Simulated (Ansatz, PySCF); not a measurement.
C3H11NSi2, SMILES C1CN([SiH3])[C@@H]1[SiH3]. Atoms are numbered in the order given.

```xyz
17

Si    -2.0071    -0.5689     0.5985
C     -0.5437     0.6203     0.3694
C     -0.6402     1.6519    -0.7935
C      0.7117     1.0990    -1.2952
N      0.6238     0.0039    -0.3143
Si     1.9052    -0.9720     0.3348
H     -3.1698     0.1493     1.2112
H     -1.6288    -1.7099     1.4855
H     -2.4081    -1.0971    -0.7399
H     -0.2831     1.1175     1.3291
H     -1.4731     1.4671    -1.4899
H     -0.6553     2.7097    -0.4946
H      1.5586     1.7956    -1.1263
H      0.7471     0.7661    -2.3484
H      1.2953    -2.0760     1.1324
H      2.6903    -1.5170    -0.8125
H      2.8633    -0.2335     1.2316
```
Charge 0, spin multiplicity 1.

Geometry optimised at r2SCAN-D4/def2-SVP. The structure was generated by enumeration; whether it is a known compound was not checked.

Two levels are set side by side: PBE-D3(BJ)/def2-SVP (Ansatz, a quantum-chemistry and plane-wave program) and r2SCAN-D4/def2-SVP (Ansatz). Each level has its own optimised geometry; the coordinates shown are those of the second. Frequencies come from the Hessian of PySCF at each geometry. Differences are taken from unrounded values.

| quantity | r2SCAN-D4 |
|---|---|
| mean bond length (Å) | 1.424 |
| bond Si1–C2 (Å) | 1.899 |
| bond C2–C3 (Å) | 1.558 |
| bond C2–N5 (Å) | 1.487 |
| bond C3–C4 (Å) | 1.544 |
| bond C4–N5 (Å) | 1.473 |
| bond N5–Si6 (Å) | 1.737 |
| bond Si1–H7 (Å) | 1.498 |
| bond Si1–H8 (Å) | 1.494 |
| bond Si1–H9 (Å) | 1.494 |
| bond C2–H10 (Å) | 1.112 |
| bond C3–H11 (Å) | 1.101 |
| bond C3–H12 (Å) | 1.099 |
| bond C4–H13 (Å) | 1.110 |
| bond C4–H14 (Å) | 1.105 |
| bond Si6–H15 (Å) | 1.492 |
| bond Si6–H16 (Å) | 1.493 |
| highest harmonic wavenumber (cm⁻¹) | 3141 |
| mean harmonic wavenumber (cm⁻¹) | 1248 |
| zero-point energy (kcal/mol) | 80.29 |

**Question.** What does PBE-D3(BJ) give, and how far is it from r2SCAN-D4? (An estimate is asked for; the answer gives what the named calculation found.)

**Answer.** 
```json
[
 {"quantity": "mean bond length (Å)", "PBE-D3(BJ)": "1.431", "PBE-D3(BJ) minus r2SCAN-D4": "0.008"},
 {"quantity": "bond Si1–C2 (Å)", "PBE-D3(BJ)": "1.910", "PBE-D3(BJ) minus r2SCAN-D4": "0.010"},
 {"quantity": "bond C2–C3 (Å)", "PBE-D3(BJ)": "1.561", "PBE-D3(BJ) minus r2SCAN-D4": "0.003"},
 {"quantity": "bond C2–N5 (Å)", "PBE-D3(BJ)": "1.487", "PBE-D3(BJ) minus r2SCAN-D4": "0.000"},
 {"quantity": "bond C3–C4 (Å)", "PBE-D3(BJ)": "1.549", "PBE-D3(BJ) minus r2SCAN-D4": "0.005"},
 {"quantity": "bond C4–N5 (Å)", "PBE-D3(BJ)": "1.474", "PBE-D3(BJ) minus r2SCAN-D4": "0.001"},
 {"quantity": "bond N5–Si6 (Å)", "PBE-D3(BJ)": "1.747", "PBE-D3(BJ) minus r2SCAN-D4": "0.010"},
 {"quantity": "bond Si1–H7 (Å)", "PBE-D3(BJ)": "1.509", "PBE-D3(BJ) minus r2SCAN-D4": "0.011"},
 {"quantity": "bond Si1–H8 (Å)", "PBE-D3(BJ)": "1.505", "PBE-D3(BJ) minus r2SCAN-D4": "0.011"},
 {"quantity": "bond Si1–H9 (Å)", "PBE-D3(BJ)": "1.505", "PBE-D3(BJ) minus r2SCAN-D4": "0.011"},
 {"quantity": "bond C2–H10 (Å)", "PBE-D3(BJ)": "1.118", "PBE-D3(BJ) minus r2SCAN-D4": "0.006"},
 {"quantity": "bond C3–H11 (Å)", "PBE-D3(BJ)": "1.108", "PBE-D3(BJ) minus r2SCAN-D4": "0.007"},
 {"quantity": "bond C3–H12 (Å)", "PBE-D3(BJ)": "1.106", "PBE-D3(BJ) minus r2SCAN-D4": "0.007"},
 {"quantity": "bond C4–H13 (Å)", "PBE-D3(BJ)": "1.117", "PBE-D3(BJ) minus r2SCAN-D4": "0.007"},
 {"quantity": "bond C4–H14 (Å)", "PBE-D3(BJ)": "1.113", "PBE-D3(BJ) minus r2SCAN-D4": "0.008"},
 {"quantity": "bond Si6–H15 (Å)", "PBE-D3(BJ)": "1.503", "PBE-D3(BJ) minus r2SCAN-D4": "0.011"},
 {"quantity": "bond Si6–H16 (Å)", "PBE-D3(BJ)": "1.504", "PBE-D3(BJ) minus r2SCAN-D4": "0.011"},
 {"quantity": "highest harmonic wavenumber (cm⁻¹)", "PBE-D3(BJ)": "3077", "PBE-D3(BJ) minus r2SCAN-D4": "-64"},
 {"quantity": "mean harmonic wavenumber (cm⁻¹)", "PBE-D3(BJ)": "1216", "PBE-D3(BJ) minus r2SCAN-D4": "-32"},
 {"quantity": "zero-point energy (kcal/mol)", "PBE-D3(BJ)": "78.23", "PBE-D3(BJ) minus r2SCAN-D4": "-2.06"}
]
```
